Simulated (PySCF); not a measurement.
Bonds: Al1-Cl2 2.100 Å, Al1-P3 2.313 Å, Al1-P9 2.327 Å, P3-Al4 2.320 Å, Al4-Cl5 2.115 Å, Al4-P6 2.325 Å, P6-Al7 2.308 Å, Al7-Cl8 2.102 Å, Al7-P9 2.322 Å. P3 carries H10; P6 carries H11; P9 carries H12.

Geometry: PBE0-D3(BJ)/def2-SVP; GIAO absolute shieldings from PySCF 2.14.0 with density-fitted response routines, gas phase, non-relativistic, averaged over equivalent atoms.

At B3LYP/pcSseg-1 (pcSseg-2 on Al) (288 basis functions, 2.2 min wall time on 1 thread of an Arm Neoverse N1, shared host):
```json
{"atoms": "Al1/Al4/Al7", "σ (ppm)": "274.9"}
{"atoms": "Cl2/Cl5/Cl8", "σ (ppm)": "791.6"}
{"atoms": "P3/P6/P9", "σ (ppm)": "464.1"}
{"atoms": "H10/H11/H12", "σ (ppm)": "29.47"}
```

Task: Predict the values at PBE0/pcSseg-1 (pcSseg-2 on Al) on the same geometry.

Result: 
```csv
atoms,σ at PBE0/pcSseg-1 (pcSseg-2 on Al),change
Al1/Al4/Al7,292.1,+17.2
Cl2/Cl5/Cl8,803.6,+12.0
P3/P6/P9,484.8,+20.7
H10/H11/H12,29.10,-0.37
```

The largest change is at P3/P6/P9 (phosphorus bonded to 2 Al, H). Cost: 288 basis functions, 3 min wall time on 1 thread of an Arm Neoverse N1, shared host.

The averaged Al atoms aren't alike in the static structure (σ from 261 to 298 ppm); the average presumes fast exchange among these sites.
